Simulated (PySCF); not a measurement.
## Polarisability and C₆ of Pb (lead, neutral)

[Xe] 4f14 5d10 6s2 6p2, high-spin 3P determinant. Computed with PySCF 2.14 in aug-cc-pwCVTZ-PP with ECP60MDF (8s7p6d4f1g, 96 functions), with a scalar-relativistic core potential. Coupled (time-dependent) response in atomic units; α is the mean over directions.

| method | mean α (bohr³) | α xx, yy, zz | C₆ (like pair) | S(−4) |
| --- | --- | --- | --- | --- |
| UHF | 62.79 | 47.04, 70.66, 70.66 | 744.9 | 1505 |
| PBE | 69.35 | 49.45, 79.29, 79.29 | 813.4 | 2189 |
| PBE0 | 65.14 | 47.36, 74.03, 74.03 | 761.8 | 1796 |

S(−4) is the Cauchy moment in α(ω) = α(0) + S(−4) ω² + …

Reference α: 47 ± 3 bohr³ (recommended; Schwerdtfeger and Nagle, table of static dipole polarizabilities (2023 update)). Published C₆: 534.0 (Gould and Bucko (2016)).

Spin-orbit coupling is absent.

α(iu) at UHF:

```tsv
u (hartree)	α(iu) (bohr³)
0	62.79
0.0500	59.32
0.100	51.51
0.200	35.91
0.300	25.51
0.500	14.83
0.750	9.193
1.00	6.506
1.50	3.973
2.00	2.757
3.00	1.577
5.00	0.7100
```

The components differ because the open shell of this determinant is not spherical; for a pure term their mean is the scalar polarisability.

Energies and moments cover only the electrons outside the core potential. Spin-orbit coupling is strong in this species (close to jj coupling), so the high-spin LS determinant is a model state, not a physical level.
